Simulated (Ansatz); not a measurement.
A search over several starts for the lowest SCF solution of NbOCl3 (NbCl₃O) at the given spin, in a small basis.

```yaml
crystal:
  periodic: [false, false, false]
  atoms:
    - {symbol: Nb, position_ang: [0.000302, -0.000689, 0.074224]}
    - {symbol: O, position_ang: [0.008644, -0.015760, 1.772740]}
    - {symbol: Cl, position_ang: [2.184870, 0.011102, -0.626101]}
    - {symbol: Cl, position_ang: [-1.101693, 1.897422, -0.593467]}
    - {symbol: Cl, position_ang: [-1.092114, -1.892084, -0.627397]}
basis:
  gaussian: {orbitals: def2-SVP, initial_orbitals: start.molden}
hamiltonian: {xc: pbe0, dispersion: d4}
output: {orbitals: {seedname: orbitals}}
```

The file start.molden holds the orbitals of an earlier run on this structure, at another level or in another basis.

```sh
$ ansatz run in.yaml --threads 4 --pin off --events-out ev --progress --plain --max-ram 3916MiB
```

It prints (some lines left out):

```
Functional definition: PBE0
927 factors; integrals over basis functions are off by at most 1.3e-3 eV
mean field evaluation 1: about -41144.1688 eV, gradient 8.2e0 eV
mean field evaluation 2: about -41144.2933 eV, gradient 2.0e-1 eV
mean field evaluation 4: about -41144.4191 eV, gradient 1.4e-3 eV
mean field evaluation 8: about -41135.8237 eV, gradient 6.6e1 eV
mean field evaluation 16: about -41144.4189 eV, gradient 3.3e-1 eV
mean field -41144.41910482 eV, -1512.0295134131 hartree, gradient 4.0e-5 eV, S^2 0.000000; 1 other end points of the search recorded, 0 dependent functions left out
reference -41144.41915789 eV, -1512.0295153635 hartree; 36, 36 occupied and 63, 63 virtual orbitals, 927 factors
Total energy: -41144.59896496 eV, -1512.0361231513 hartree
```

It took 1.8 s on 4 threads of Arm Neoverse V2 on a shared host.

In the def2 sets Nb takes a core potential; there is no spin–orbit coupling.
